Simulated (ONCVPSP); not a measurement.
**chlorine: one change to an ONCV potential, before and after**

| Property | Result |
| --- | --- |
| Element | chlorine (Cl) |
| Generator | ONCVPSP 4.0.1 |
| Type | optimised norm-conserving Vanderbilt (ONCV) |
| Functional | PBE |
| Relativity | non-relativistic |
| Frozen core | [Ne] |
| Valence charge | 7 |
| Reference configuration | 3s2 3p5 |
| Partial waves | 3s: rc 1.10 bohr, ncon 3, nbas 7, qcut 6.4 1/bohr, 1 projector; 3p: rc 1.20 bohr, ncon 3, nbas 6, qcut 6.2 1/bohr, 2 projectors, debl 1.7 Ha |
| Local potential | polynomial inside 1.00 bohr (lpopt 5, dvloc0 -1 Ha) |
| Core correction | Teter function, fcfact 5, rcfact 1.45 |

All-electron outer shells of the reference configuration (PBE, non-relativistic, ld1.x):

```json
{"shell": "2s", "level (eV)": "-250.98", "outermost node (bohr)": "0.12", "outermost maximum (bohr)": "0.36"}
{"shell": "2p", "level (eV)": "-191.57", "outermost node (bohr)": "–", "outermost maximum (bohr)": "0.30"}
{"shell": "3s", "level (eV)": "-20.53", "outermost node (bohr)": "0.56", "outermost maximum (bohr)": "1.29"}
{"shell": "3p", "level (eV)": "-8.61", "outermost node (bohr)": "0.53", "outermost maximum (bohr)": "1.43"}
```

Change: s: qcut 8.7; p: qcut 8.5.

Cutoffs: the cutoffs (Ha) at which the residual kinetic energy of the hardest occupied pseudo-wave falls to 1 and 0.1 mHa per electron; they do not see the model core or the augmentation charge, which bear on the density cutoff. Errors are all-electron minus pseudo energies relative to the spin-unpolarised reference configuration.

Q: What does the change do?

A: The potential gets harder (16 Ha and 26 Ha → 18 Ha and 33 Ha); the errors of the 4 common tests hardly move; neither file shows a bound ghost.

| quantity | base | changed |
| --- | --- | --- |
| cutoff, loose | 16 Ha | 18 Ha |
| cutoff, tight | 26 Ha | 33 Ha |
| loose cutoff by channel | s 16 Ha, p 11 Ha | s 18 Ha, p 12 Ha |
| bound ghosts | none | none |
| GHOST(+) flags under 300 eV | s at 77.7 eV | s at 74.3 eV |
| error for 3s2 3p4, meV [ΔE 13.89 eV] | +3.0 | +3.0 |
| error for 3s2 3p3, meV [ΔE 39.35 eV] | +23 | +23 |
| error for 3s2 3p2, meV [ΔE 77.66 eV] | +80 | +82 |
| error for 3s2 3p4.5, meV [ΔE 5.59 eV] | +0.4 | +0.4 |
| s: phases at 1.12 bohr within 0.05 rad from the reference energy up to (Ha; the scan ends near 5) | 1.0 | 0.9 |
| p: phases at 1.22 bohr within 0.05 rad from the reference energy up to (Ha; the scan ends near 5) | to the end of the scan | to the end of the scan |
| rms error of d²Exc/dni dnj with the model core, mHa | 0.95 | 1.03 |

Base: The cutoffs count occupied waves only; projector 2 of the p channel, the hardest unoccupied one, needs 40 Ha at the loose tolerance.
